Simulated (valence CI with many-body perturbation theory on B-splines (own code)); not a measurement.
Results of a calculation; reference values are marked as such.
## From CI to CI+MBPT in Te39+

Method: configuration interaction combined with many-body perturbation theory (CI+MBPT): three valence electrons over a frozen Dirac-Fock core [Ne], radial functions for each j: 11 s, 11 p, 9 d, 7 f, 5 g, 2 h, 1 i, with the one-electron correlation potential Σ1 (screened to all orders), the two-electron term Σ2, the three-electron term Σ3, Breit, model QED; selected single and double excitations, second order for the rest (own B-spline code, finite nucleus).

The last digits are not significant, and no measured levels were compared; by estimate large intervals hold to a few tenths of a per cent, small ones and those within an open d or f shell to about a per cent.

Each rung adds one term. CI alone is the Dirac-Coulomb CI over the frozen core; QED comes last and gives the full result, which names the levels. Energies are above (3s^2 3p1/2) J=1/2 on the same rung, in cm⁻¹.

Levels are named by their leading jj configuration (3d3/2^4 stands for four electrons in 3d with j = 3/2), which in mixed levels can hold well under half, so a name can repeat and another be missing. Letters in brackets count levels of one name in rising energy.

```tsv
Level	CI alone	Σ1	Σ2	Σ3	Breit	QED	Full
(3s^2 3p3/2) J=3/2	564615	+608	+346	+9	-8382	+923	558119
(3s 3p1/2^2) J=1/2	772470	-1730	+352	+112	+8580	-10052	769731
(3s 3p1/2 3p3/2) J=3/2 [a]	1205530	-1153	+1843	+203	+622	-9060	1197980
(3s 3p1/2 3p3/2) J=5/2	1292800	-1113	+1101	+162	-1607	-8840	1282500
(3s 3p1/2 3p3/2) J=3/2 [b]	1412530	-1098	-255	+123	-1798	-7988	1401510
(3s 3p1/2 3p3/2) J=1/2	1481060	-1167	-3563	-6	+1063	-9286	1468100
(3s 3p3/2^2) J=5/2	1761310	-461	+1074	+131	-12362	-4545	1745150
(3s^2 3d3/2) J=3/2	1766100	-957	-4243	-259	-10284	-1861	1748500
(3s^2 3d5/2) J=5/2	1956600	-482	-3476	-278	-12694	-3886	1935780
(3s 3p3/2^2) J=1/2	2047350	-531	-1600	-50	-6963	-8200	2030010
(3s 3p3/2^2) J=3/2	2090160	-554	-4008	-56	-8182	-8054	2069300
(3p1/2^2 3p3/2) J=3/2	2206980	-2808	-1433	+280	+6541	-17448	2192110
(3s 3p1/2 3d3/2) J=3/2 [a]	2319520	-2688	+40	+26	-2540	-10910	2303450
(3s 3p1/2 3d3/2) J=5/2	2376030	-2634	-92	+71	-4718	-10494	2358160
(3s 3p1/2 3d3/2) J=1/2	2512100	-2653	-3308	-118	-2997	-10308	2492720
(3s 3p1/2 3d5/2) J=5/2 [a]	2517810	-2145	-928	-61	-7755	-10362	2496560
(3s 3p1/2 3d3/2) J=3/2 [b]	2519190	-2549	-3024	-190	-4152	-10385	2498890
(3s 3p1/2 3d5/2) J=7/2	2564550	-2102	-1017	-35	-10326	-9934	2541140
(3s 3p1/2 3d5/2) J=3/2	2606540	-2269	-1798	+102	-3343	-13923	2585310
```

The middle columns are the shifts that each term adds.

Question: How does the ionisation energy move along the ladder, and which term matters most?

Answer: CI alone 2791.4, + Σ1 2792.4, + Σ2 2792.3, + Σ3 2792.2, + Breit 2789.5, + QED 2789.6 eV. The largest step is Breit, -2.7 eV. NIST lists 2788 ± 4 eV (theoretical).
